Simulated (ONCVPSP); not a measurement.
## beryllium: variants of one ONCV potential

Base potential:

* Element: beryllium (Be)
* Generator: ONCVPSP 4.0.1
* Type: optimised norm-conserving Vanderbilt (ONCV)
* Functional: PBE
* Relativity: scalar-relativistic
* Frozen core: none
* Valence charge: 4
* Reference configuration: 1s2 2s2
* Partial waves: 1s+2s: rc 0.75 bohr, ncon 3, nbas 6, qcut 16.2 1/bohr, 2 projectors; p scattering state at 0.1 Ha: rc 0.70 bohr, ncon 5, nbas 10, qcut 13 1/bohr, 2 projectors, debl 4 Ha; d scattering state at 0.4 Ha: rc 0.65 bohr, ncon 4, nbas 9, qcut 14.3 1/bohr, local
* Local potential: the d channel
* Core correction: none

All-electron outer shells of the reference configuration (PBE, scalar-relativistic, ld1.x):

```tsv
shell	level (eV)	outermost node (bohr)	outermost maximum (bohr)
1s	-106.21	–	0.27
2s	-5.61	0.59	2.04
```

Cutoffs, loose and tight: the cutoffs (Ha) at which the residual kinetic energy of the hardest occupied pseudo-wave falls to 1 and 0.1 mHa per electron. They do not see the model core or the augmentation charge, which bear on the density cutoff. Test errors are all-electron minus pseudo excitation energies from the reference, over the configurations 1s2 2s1; 1s2 2s0; 1s2 2s1.5; 1s2 2s1 2p1. A dash means not determined; rows that change the core or the reference have their own tests.

| change | outcome | cutoff, loose | cutoff, tight | bound ghosts | GHOST(+) flags above zero | largest test error (meV) |
| --- | --- | --- | --- | --- | --- | --- |
| base | generated | 92 Ha | 108 Ha | none | none | +3.5 |
| all radii scaled by about 0.80 (s 0.60, p 0.56, d 0.52 bohr) | generated | 110 Ha | 132 Ha | none | none | +2.7 |
| all radii scaled by about 1.09 (s 0.82, p 0.76, d 0.70 bohr) | generated | 87 Ha | 103 Ha | none | none | +3.7 |
| all radii scaled by about 1.20 (s 0.90, p 0.84, d 0.78 bohr) | generated | 78 Ha | 92 Ha | none | none | +4.0 |
| all radii scaled by about 1.32 (s 1.00, p 0.92, d 0.86 bohr) | generated | 68 Ha | 87 Ha | none | none | +3.8 |

(1) What comes out with this change to the base: all radii scaled by about 0.87 (s 0.66, p 0.60, d 0.56 bohr)?

Results:

(1) outcome: generated; cutoff, loose: 102 Ha; cutoff, tight: 119 Ha; bound ghosts: none; GHOST(+) flags above zero: none; largest test error (meV): +3.0.

Reading the sweep of the scale of all radii (base = 1) (base included, trends over the rows without a ghost): The loose cutoff falls from 110 Ha at 0.8 to 68 Ha at 1.32. A larger radius leaves more room for a smooth pseudo-wave, so fewer plane waves are needed; a smaller one forces it to follow the all-electron wave where it bends sharply. The median size of the test errors (rows with all tests solved) stays near 0.7 meV.
